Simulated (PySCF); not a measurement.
**Ionisation energy of Ge by level of theory**

Ge [Ar] 3d10 4s2 4p2 (3P) → Ge⁺ [Ar] 3d10 4s2 4p1 (2P), as a difference of total energies. Computed with PySCF 2.14 in aug-cc-pVDZ-DK, with scalar relativity by spin-free X2C-1e. Correlated levels: valence: [Ar] 3d10 frozen. The calculations carry no spin-orbit coupling.

| method | ionisation energy (eV) |
| --- | --- |
| UHF | 7.413 |
| M06-2X | 7.752 |
| PBE | 7.903 |
| MP2 (valence) | 7.679 |
| SCS-MP2 (valence) | 7.609 |
| CCSD (valence) | 7.707 |
| CCSD(T) (valence) | 7.719 |

Errors of the correlated levels include the incompleteness of this basis and the frozen core.

Q: Which method comes closest to the reference value, and which is furthest?

A: The reference is 7.925 eV (measured; NIST levels, between the centres of gravity of the two terms). Closest: PBE (error -0.022 eV); furthest: UHF (error -0.512 eV).
